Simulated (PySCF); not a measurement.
Can point charges reproduce the dipole moment of `C=CC[SiH2]/C(CF)=C(/C)F`?

Coordinates (GFN2-xTB, Å) and charges (e) from the PBE0/pcSseg-1 density (PySCF):

| atom | x | y | z | Mulliken | IAO | Hirshfeld | ESP-fitted |
| --- | --- | --- | --- | --- | --- | --- | --- |
| C1 | -2.659 | -0.499 | -2.234 | -0.1533 | -0.3371 | -0.1147 | -0.5501 |
| C2 | -2.027 | -0.058 | -1.160 | -0.2614 | -0.1244 | -0.0396 | -0.0036 |
| C3 | -1.979 | -0.772 | 0.145 | -0.4734 | -0.5345 | -0.1559 | -0.3372 |
| Si4 | -0.253 | -1.529 | 0.459 | +0.7510 | +0.7647 | +0.3307 | +0.4773 |
| C5 | 1.035 | -0.140 | 0.391 | -0.7071 | -0.3677 | -0.1381 | -0.3591 |
| C6 | 1.999 | -0.178 | -0.748 | +0.2938 | +0.0479 | +0.0241 | +0.1327 |
| F7 | 2.754 | 0.961 | -0.896 | -0.3393 | -0.3294 | -0.1025 | -0.2396 |
| C8 | 1.037 | 0.795 | 1.334 | +0.2202 | +0.3052 | +0.0987 | +0.4234 |
| C9 | 1.897 | 1.994 | 1.539 | -0.1901 | -0.4495 | -0.1266 | -0.5901 |
| F10 | 0.084 | 0.670 | 2.306 | -0.2959 | -0.2864 | -0.0750 | -0.2146 |
| H11 | -2.661 | 0.046 | -3.162 | +0.1144 | +0.1498 | +0.0430 | +0.1961 |
| H12 | -3.213 | -1.424 | -2.223 | +0.1046 | +0.1409 | +0.0415 | +0.2136 |
| H13 | -1.478 | 0.874 | -1.198 | +0.1134 | +0.1429 | +0.0407 | +0.1232 |
| H14 | -2.729 | -1.562 | 0.169 | +0.1400 | +0.1498 | +0.0438 | +0.1334 |
| H15 | -2.207 | -0.074 | 0.952 | +0.1658 | +0.1643 | +0.0426 | +0.1166 |
| H16 | 0.080 | -2.481 | -0.609 | -0.0884 | -0.1274 | -0.0794 | -0.1093 |
| H17 | -0.200 | -2.176 | 1.771 | -0.0684 | -0.1150 | -0.0789 | -0.1257 |
| H18 | 2.707 | -1.005 | -0.617 | +0.1203 | +0.1461 | +0.0456 | +0.0732 |
| H19 | 1.463 | -0.317 | -1.694 | +0.1220 | +0.1476 | +0.0452 | +0.0809 |
| H20 | 2.950 | 1.723 | 1.507 | +0.1465 | +0.1734 | +0.0515 | +0.1892 |
| H21 | 1.667 | 2.439 | 2.504 | +0.1359 | +0.1651 | +0.0501 | +0.1773 |
| H22 | 1.722 | 2.732 | 0.758 | +0.1495 | +0.1737 | +0.0529 | +0.1925 |

Task: Form Σ q r in debye for every column and set it beside the full dipole.

Result: The full density gives (0.29, -0.27, -0.14) D, 0.42 D in size; dipole vectors point from the negative to the positive end.

```
    scheme    μx     μy     μz  size (D)  share of the full size (%)  angle to the full dipole (°)
  Mulliken  1.54  -2.15  -0.84      2.77                         662                            10
       IAO  0.66  -2.24  -0.46      2.38                         569                            30
 Hirshfeld  0.45  -0.30   0.16      0.56                         134                            36
ESP-fitted  0.28  -0.28  -0.16      0.42                         101                             3
```

Task: Which set comes closest?

Result: Length of the difference vector: ESP-fitted 0.02 D, Hirshfeld 0.34 D, IAO 2.03 D, Mulliken 2.36 D. Closest: ESP-fitted. The schemes that divide the density aren't constrained to reproduce the dipole.

Task: What is left for the Hirshfeld atoms' own dipoles?

Result: The Hirshfeld atoms' densities add up to the full density, so μ = Σ q r + Σ (atomic dipoles). The atomic dipoles sum to (0.29, -0.27, -0.14) − (0.45, -0.30, 0.16) = (-0.16, 0.03, -0.30) D, 0.34 D in size.

Task: With the origin at the mean of the coordinates, (0.000, 0.001, -0.032) Å, which are the largest single terms, by size, of the Mulliken dipole along the direction of the full one?

Result: F7 -2.51, C6 +2.42, Si4 +2.41, C5 -2.26, C3 +2.07 D; all 22 atoms together +2.73 D. The single terms depend on the origin, their sum doesn't.

Task: Give the size of the full dipole in other units.

Result: 0.42 D = 0.165 au = 0.087 e·Å = 1.40 × 10⁻³⁰ C·m.

The structure is a single GFN2-xTB conformer in the gas phase; no vibrational or solvent corrections. GFN2-xTB frequencies show an imaginary mode (23i cm⁻¹), so this geometry is no minimum at that level.

The run behind these numbers computed NMR shieldings as well. Hardware: one thread of an Arm Neoverse V1, no GPU (shared host). Cost: 61 s of wall time, 1.1 GiB resident at most.

Conformer computed: `[CH2:1]=[CH:2][CH2:3][SiH2:4]/[C:5]([CH2:6][F:7])=[C:8](/[CH3:9])[F:10]`: C1–C2–C3–Si4 107°, C2–C3–Si4–C5 57°, C3–Si4–C5–C6 -113°, Si4–C5–C6–F7 169°.
